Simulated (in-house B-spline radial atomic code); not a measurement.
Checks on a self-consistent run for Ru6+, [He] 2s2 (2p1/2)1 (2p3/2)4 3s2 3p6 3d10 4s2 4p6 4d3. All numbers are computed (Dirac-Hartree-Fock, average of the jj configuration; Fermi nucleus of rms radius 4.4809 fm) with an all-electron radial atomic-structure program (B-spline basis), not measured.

```csv
orbital,q,ε (Eh),<1/r>,<r²>,small-component weight
1s1/2,2,-827.32951,45.9038,0.00150591,0.025876
2s1/2,2,-127.10462,10.5945,0.0245305,0.0054455
2p1/2,1,-118.76847,10.5008,0.0187767,0.0053849
2p3/2,4,-113.49739,10.0022,0.0197069,0.005246
3s1/2,2,-27.02114,3.72013,0.176801,0.0015371
3p1/2,2,-23.25309,3.65361,0.172751,0.0015109
3p3/2,4,-22.46954,3.494,0.180706,0.0014331
3d3/2,4,-15.87227,3.31799,0.161565,0.0013144
3d5/2,6,-15.78552,3.29764,0.162955,0.0013109
4s1/2,2,-6.89397,1.4148,1.04759,0.00037854
4p1/2,2,-5.57320,1.32093,1.18303,0.00034185
4p3/2,4,-5.43346,1.28386,1.22777,0.0003279
4d3/2,1.2,-3.56862,1.07758,1.67801,0.00024468
4d5/2,1.8,-3.55779,1.07209,1.69053,0.0002433
```

Electron-electron repulsion V_ee = 1523.5774 hartree.

Problem. What total energy follows from the eigenvalues?

Solution. The eigenvalues count the repulsion twice, so E = Σqε - V_ee = -2887.610 - 1523.577 = -4411.187 hartree; the run printed -4411.187.

Problem. Does the Dirac virial theorem hold?

Solution. For a point nucleus E = -2c²Σq·w, with w the small-component weight. Here Σq·w = 0.11745 and c = 137.0360, so the ratio E/(-2c²Σq·w) is 1.000032; the finite nucleus accounts for the departure from 1.

Problem. What diamagnetic shielding (Lamb formula) and susceptibility (Langevin formula) do the radii give?

Solution. σ = (α²/3)Σq<1/r> = 239.117/(3·137.036²) = 4244.4 ppm, and χ = -0.79199×10⁻⁶·Σq<r²> = -13.96×10⁻⁶ cm³/mol with Σq<r²> = 17.624 bohr². Both are non-relativistic formulas without the paramagnetism of open shells.
